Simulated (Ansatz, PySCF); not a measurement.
Reaction R1 + R2 → P1, each structure at its B3LYP-D3(BJ)/def2-TZVP stationary point, reached from a drawn start (curvature not checked).
P1, C6H10 (SMILES C1=CCCCC1) (charge 0, multiplicity 1, Z-matrix in Å and degrees):
```
C
H 1 1.0922
H 1 1.0948 2 106.83
C 1 1.5283 2 110.72 3 -118.57
H 4 1.0922 1 110.72 2 53.91
H 4 1.0948 5 106.83 1 118.57
C 1 1.5304 2 110.23 3 118.45
H 7 1.0942 1 110.20 2 -70.44
H 7 1.0974 8 105.50 1 -118.71
C 7 1.5034 8 109.56 9 -117.58
C 10 1.3301 7 123.51 8 -136.52
H 10 1.0852 11 119.40 7 -179.79
H 11 1.0852 10 119.40 12 -1.33
C 11 1.5034 13 117.09 10 -179.81
H 14 1.0942 11 109.56 13 43.28
H 14 1.0974 15 105.50 11 117.58
```
R1: C4H6 (SMILES C=CC=C), charge 0, multiplicity 1.
R2, C2H4 (SMILES C=C) (charge 0, multiplicity 1):
```xyz
6

C     -0.661    -0.039    -0.005
C      0.661     0.039     0.005
H     -1.285     0.835     0.135
H     -1.175    -0.981    -0.153
H      1.285    -0.835    -0.135
H      1.175     0.981     0.153
```

P less R. No zero-point or thermal terms. One arrangement of each flexible species, with no search for the lowest.

Programs: Ansatz (a quantum-chemistry and plane-wave program); PySCF for M06-2X. All values are computed, each at the level named.

Estimate the reaction energy that BLYP/def2-TZVPP returns for this input.

-112 kJ/mol

Predict the reaction energy from M06-2X/def2-TZVPP.

-193 kJ/mol

Estimate the reaction energy that PBE0/def2-TZVPP returns for this input.

-206 kJ/mol
